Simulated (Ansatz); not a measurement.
Total energies of `B[C](=C)[GaH][CH3]`.

```json
{"atom": "B1", "x (Å)": "-1.186", "y (Å)": "-1.150", "z (Å)": "0.245"}
{"atom": "C2", "x (Å)": "-1.084", "y (Å)": "0.252", "z (Å)": "0.695"}
{"atom": "C3", "x (Å)": "-1.562", "y (Å)": "1.309", "z (Å)": "1.340"}
{"atom": "Ga4", "x (Å)": "0.726", "y (Å)": "0.629", "z (Å)": "-0.170"}
{"atom": "C5", "x (Å)": "1.806", "y (Å)": "-0.619", "z (Å)": "-1.230"}
{"atom": "H6", "x (Å)": "-1.617", "y (Å)": "-1.405", "z (Å)": "-0.846"}
{"atom": "H7", "x (Å)": "-0.666", "y (Å)": "-2.028", "z (Å)": "0.879"}
{"atom": "H8", "x (Å)": "-1.036", "y (Å)": "2.259", "z (Å)": "1.393"}
{"atom": "H9", "x (Å)": "-2.521", "y (Å)": "1.268", "z (Å)": "1.853"}
{"atom": "H10", "x (Å)": "1.125", "y (Å)": "2.115", "z (Å)": "0.153"}
{"atom": "H11", "x (Å)": "1.241", "y (Å)": "-0.948", "z (Å)": "-2.106"}
{"atom": "H12", "x (Å)": "2.031", "y (Å)": "-1.512", "z (Å)": "-0.642"}
{"atom": "H13", "x (Å)": "2.742", "y (Å)": "-0.170", "z (Å)": "-1.564"}
```

The species carries charge 0 and has multiplicity 1. Correlated methods include outer-core shells of Ga, which these sets cover unevenly. Scalar relativity is left out up to krypton. The structure was optimised at the PBE0-D4/def2-TZVP level. It is one conformer, not always the lowest. Basis def2-TZVPP, Ansatz 0.2.0.

RPA on PBE orbitals: Hartree–Fock energy of these orbitals -2066.12205 Eh, correlation -1.40812 Eh (frozen core).

```csv
functional,energy without D4 (Eh),D4 term (kJ/mol)
LDA (SPW92),-2064.37793,–
PBE,-2068.32620,-27.4
revPBE,-2068.65084,-78.8
BLYP,-2068.82320,-59.4
r2SCAN,-2068.73011,-6.8
B97M-V,-2068.48320,–
PBE0,-2068.39188,-23.3
B3LYP,-2068.90108,-44.3
r2SCANh,-2068.71375,-7.3
r2SCAN0,-2068.69084,-8.0
HSE06 (plane-wave form),-2068.38185,-21.9
BHLYP,-2068.71761,-35.6
CAM-B3LYP,-2068.86080,-23.8
LC-ωPBE,-2068.47754,–
ωB97X-V,-2068.61550,–
ωB97M-V,-2068.64411,–
B2PLYP,-2068.32723,–
PBE-QIDH,-2068.03195,–
```

B3LYP takes the VWN-RPA correlation (the form of Gaussian; ORCA's B3LYP/G). HSE06 is the plane-wave form, built on full-range PBE exchange. The double hybrids freeze the cores in their second-order part.

LC-ωPBE has ω = 0.4 bohr⁻¹.
